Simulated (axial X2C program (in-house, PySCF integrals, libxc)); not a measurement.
## Which molecule has these constants?

All values come from calculations with an in-house relativistic program for diatomic molecules, spin-free (one-electron X2C) or two-component (2c: spin–orbit coupling with atomic mean-field Coulomb and Gaunt terms, which also bring small scalar terms), in Dyall basis sets with cores contracted in-house; open shells are unrestricted.

A two-component PBE0 calculation in a Dyall 3-zeta basis gave Re = 2.421 Å, ωe = 289.4 cm⁻¹, De = 1.92 eV, Ω = 1.

Question: Which molecule is it?
A. SiGe⁻
B. SiBr⁻
C. KSi⁻
D. TiSi⁻
E. GaSi⁻

Answer: B. The others have KSi⁻ 3.244 Å and 150.9 cm⁻¹ (Ω = 1); TiSi⁻ 2.319 Å and 295.2 cm⁻¹ (Ω = 1/2); SiGe⁻ 2.234 Å and 445.6 cm⁻¹ (Ω = 3/2); GaSi⁻ 2.428 Å and 318.2 cm⁻¹ (Ω = 1).

Each entry is the lowest single determinant of a limited PBE0 search at one distance. De goes to single-determinant-based atoms at the same level (for ions the charge split of lowest energy) and is withheld (n/a) where an atom does not fit its ground term or J level. Main or longest-lived isotopes. One determinant is a doubtful description, or other states lie close, for SiBr⁻, KSi⁻, TiSi⁻, SiGe⁻, GaSi⁻; these need not be ground states, and all values refer to the states named. Some open-shell Ω = 0 determinants are out of reach, so the Ω given for SiBr⁻, KSi⁻, GaSi⁻ need not be the lowest component. With several unpaired electrons the Ω given is that of one determinant, not necessarily of the lowest component. Some light 2c atoms are not at their ground J level, so De misses part of their lowering (0.04 eV or less). The functionals have no current term, which raises determinants with orbital currents.
